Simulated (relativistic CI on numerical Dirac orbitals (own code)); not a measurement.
## Cu3+ in a cubic cluster: 3s photoemission with charge transfer

Computed with a charge-transfer multiplet model of a cubic metal-ligand cluster with up to 2 ligand holes, Slater and spin-orbit integrals from Dirac-Coulomb-Breit ions, Slater integrals scaled by 0.8. The ground state mixes d8 with configurations of k ligand holes L, whose averages lie at kΔ + k(k − 1)U_dd/2; a core hole lowers each added d electron by U_cd. 300 K, Lorentzian 1.4 eV and Gaussian 0.8 eV FWHM.

Atomic integrals in eV (Slater integrals scaled, ζ unscaled), ground: F2dd 11.066, F4dd 6.905, zeta_d 0.110; with the core hole: F2dd 11.872, F4dd 7.445, zeta_d 0.122, G2cd 11.691.

Cluster parameters (eV): Δ = 1.8, U_dd = 6.9, U_cd = 8.9, 10Dq(ligand) = 1.2, V(eg) = 1.6, V(t2g) = -0.78, final-state hopping factor = 1.

| Case | n_d | d8 | d9L | d10L2 | S |
| --- | --- | --- | --- | --- | --- |
| 10Dq = 0.95 eV | 8.26 | 0.75 | 0.25 | 0.01 | 1.00 |
| 10Dq = 1.55 eV | 8.23 | 0.77 | 0.22 | 0.01 | 1.00 |
| 10Dq = 1.85 eV | 8.22 | 0.78 | 0.21 | 0.01 | 1.00 |
| 10Dq = 2.15 eV | 8.21 | 0.80 | 0.20 | 0.01 | 1.00 |
| 10Dq = 2.45 eV | 8.20 | 0.81 | 0.19 | 0.00 | 1.00 |

Weights, n_d and S are thermal averages at 300 K. Binding energies count from the first peak over 30 % of the highest in each spectrum, which can be another peak from case to case. The parameters are a model scan and need not match a compound or its usual spin state. Peaks in eV (height, largest 100):
- 10Dq = 0.95 eV: 0.0 (100), 4.4 (59), 7.8 (96), 14.6 (52)
- 10Dq = 1.55 eV: 0.0 (100), 4.4 (61), 7.5 (99), 14.1 (53)
- 10Dq = 1.85 eV: 0.0 (100), 4.6 (62), 7.4 (98), 14.0 (54)
- 10Dq = 2.15 eV: 0.0 (100), 4.6 (65), 7.3 (97), 13.7 (54)
- 10Dq = 2.45 eV: 0.0 (100), 4.7 (67), 7.2 (93), 13.6 (54)

For the case 10Dq = 1.85 eV, Δ = 1.8 eV is smaller than U_dd = 6.9 eV, the charge-transfer side of the Zaanen-Sawatzky-Allen scheme. With the core hole the average of the configuration with one ligand hole lies at Δ − U_cd = -7.1 eV before mixing: it lies below the unscreened one, so the lowest final states are mostly screened and the unscreened weight appears at higher binding energy as a satellite.

Without intra-shell correlation the exchange splitting of the 3s hole comes out too large.
